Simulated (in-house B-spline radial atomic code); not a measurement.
Successive ionisation energies of copper; each step leads to the configuration of the next row (after the last: [Ne] 3s2 3p1/2(2) 3p3/2(3)). Dirac energy differences include first-order Breit, QED and recoil terms. NIST's values go from ground level to ground level; the uncertainty of those that are theory runs from under 0.1 % in few-electron ions to several per cent in heavy many-electron ones. Computed with a B-spline radial code for spherical atoms: Dirac-Hartree-Fock, jj configuration that fills j = l - 1/2 first, finite nuclei.

A number in brackets counts the electrons of a j subshell.

```json
{"ion": "Cu", "configuration": "[Ar] 3d10 4s1", "ionisation energy (eV)": "6.6", "tabulated value (eV)": "7.72638", "tabulated kind": "measured", "computed minus tabulated (eV)": "-1.2", "highest orbital": "4s1/2", "largest mean radius (bohr)": "3.2615"}
{"ion": "Cu+", "configuration": "[Ar] 3d10", "ionisation energy (eV)": "17.2", "tabulated value (eV)": "20.29239", "tabulated kind": "measured", "computed minus tabulated (eV)": "-3.1", "highest orbital": "3d5/2", "largest mean radius (bohr)": "0.98672"}
{"ion": "Cu2+", "configuration": "[Ar] 3d3/2(4) 3d5/2(5)", "ionisation energy (eV)": "35.6", "tabulated value (eV)": "36.841", "tabulated kind": "measured", "computed minus tabulated (eV)": "-1.2", "highest orbital": "3d5/2", "largest mean radius (bohr)": "0.90751"}
{"ion": "Cu3+", "configuration": "[Ar] 3d3/2(4) 3d5/2(4)", "ionisation energy (eV)": "56.8", "tabulated value (eV)": "57.38", "tabulated kind": "semi-empirical", "computed minus tabulated (eV)": "-0.6", "highest orbital": "3d5/2", "largest mean radius (bohr)": "0.8485"}
{"ion": "Cu4+", "configuration": "[Ar] 3d3/2(4) 3d5/2(3)", "ionisation energy (eV)": "80.3", "tabulated value (eV)": "79.8", "tabulated kind": "semi-empirical", "computed minus tabulated (eV)": "0.5", "highest orbital": "3d5/2", "largest mean radius (bohr)": "0.80137"}
{"ion": "Cu5+", "configuration": "[Ar] 3d3/2(4) 3d5/2(2)", "ionisation energy (eV)": "105.9", "tabulated value (eV)": "103", "tabulated kind": "semi-empirical", "computed minus tabulated (eV)": "2.9", "highest orbital": "3d5/2", "largest mean radius (bohr)": "0.7621"}
{"ion": "Cu6+", "configuration": "[Ar] 3d3/2(4) 3d5/2(1)", "ionisation energy (eV)": "133.5", "tabulated value (eV)": "139", "tabulated kind": "semi-empirical", "computed minus tabulated (eV)": "-5.5", "highest orbital": "3d5/2", "largest mean radius (bohr)": "0.72841"}
{"ion": "Cu7+", "configuration": "[Ar] 3d3/2(4)", "ionisation energy (eV)": "165.0", "tabulated value (eV)": "166", "tabulated kind": "tabulated theory", "computed minus tabulated (eV)": "-1.0", "highest orbital": "3d3/2", "largest mean radius (bohr)": "0.69442"}
{"ion": "Cu8+", "configuration": "[Ar] 3d3/2(3)", "ionisation energy (eV)": "196.3", "tabulated value (eV)": "198", "tabulated kind": "tabulated theory", "computed minus tabulated (eV)": "-1.7", "highest orbital": "3d3/2", "largest mean radius (bohr)": "0.68044"}
{"ion": "Cu9+", "configuration": "[Ar] 3d3/2(2)", "ionisation energy (eV)": "229.5", "tabulated value (eV)": "232.2", "tabulated kind": "semi-empirical", "computed minus tabulated (eV)": "-2.7", "highest orbital": "3d3/2", "largest mean radius (bohr)": "0.66742"}
{"ion": "Cu10+", "configuration": "[Ar] 3d3/2(1)", "ionisation energy (eV)": "264.3", "tabulated value (eV)": "265.33", "tabulated kind": "measured", "computed minus tabulated (eV)": "-1.0", "highest orbital": "3d3/2", "largest mean radius (bohr)": "0.6546"}
{"ion": "Cu11+", "configuration": "[Ne] 3s2 3p6", "ionisation energy (eV)": "365.8", "tabulated value (eV)": "367", "tabulated kind": "semi-empirical", "computed minus tabulated (eV)": "-1.2", "highest orbital": "3p3/2", "largest mean radius (bohr)": "0.64205"}
```

Task: Where is the largest jump?

Result: From Cu to Cu+, by a factor of 2.63 (6.5605 to 17.225 eV); the highest orbital goes from 4s1/2 to 3d5/2.

Task: How far is this level of theory from the measured and semi-empirical values?

Result: Over those 10 rows the differences run from -5.46 to +2.9 eV (mean absolute value 2 eV). The calculation leaves out correlation and, in open shells, the multiplet splittings that an average leaves out.
